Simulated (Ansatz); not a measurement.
The same path of C4H11NSi (17 atoms, charge 0, multiplicity 1) was run twice with different band settings. The coordinate that changes most is the dihedral Si6–N4–C5–H14.

Computed with RKS PBE0-D4/def2-SVP (Ansatz 0.2.0).

Relaxed end points:

```xyz
17
Properties=species:S:1:pos:R:3
C -0.321 -1.909 0.259
C 0.356 -0.762 0.055
C 1.854 -0.757 -0.051
N -0.284 0.480 -0.024
C 0.360 1.567 -0.732
Si -1.925 0.647 0.577
H 0.213 -2.847 0.412
H -1.413 -1.950 0.289
H 2.248 -1.769 0.106
H 2.193 -0.414 -1.041
H 2.305 -0.087 0.699
H -0.268 2.467 -0.675
H 0.515 1.342 -1.803
H 1.339 1.829 -0.296
H -2.023 0.060 1.945
H -2.205 2.113 0.605
H -2.961 -0.009 -0.285
```

```xyz
17
Properties=species:S:1:pos:R:3
C -0.213 -1.909 0.358
C 0.400 -0.723 0.170
C 1.890 -0.595 0.296
N -0.312 0.451 -0.104
C 0.354 1.542 -0.786
Si -2.036 0.512 0.219
H 0.361 -2.785 0.660
H -1.289 -2.044 0.219
H 2.329 -1.556 0.589
H 2.356 -0.288 -0.654
H 2.164 0.160 1.051
H 1.227 1.916 -0.225
H -0.341 2.385 -0.898
H 0.697 1.262 -1.799
H -2.309 0.011 1.597
H -2.428 1.947 0.087
H -2.867 -0.286 -0.739
```

Common settings: movable images 5; climbing image yes; optimiser quadratic models (default); start path IDPP; force threshold 0.03 eV/Å; end points relaxed.

| run | spring | iteration limit |
| --- | --- | --- |
| 1 | 5.0 eV/Å² | 54 |
| 2 | 20.0 eV/Å² | 56 |

(1) What does each run give, and how far can it be trusted?

## Answers

(1) Run 1: converged after 6 iterations, highest image 0.073 eV above the first end. A vibrational analysis at the climbing image gives one clearly imaginary mode, 160i cm⁻¹: a first-order saddle point.
Run 2: converged after 6 iterations, highest image 0.073 eV above the first end. Another band between the same ends (5 images) ends at a top of the same energy, where a vibrational analysis finds 1 clearly imaginary mode.
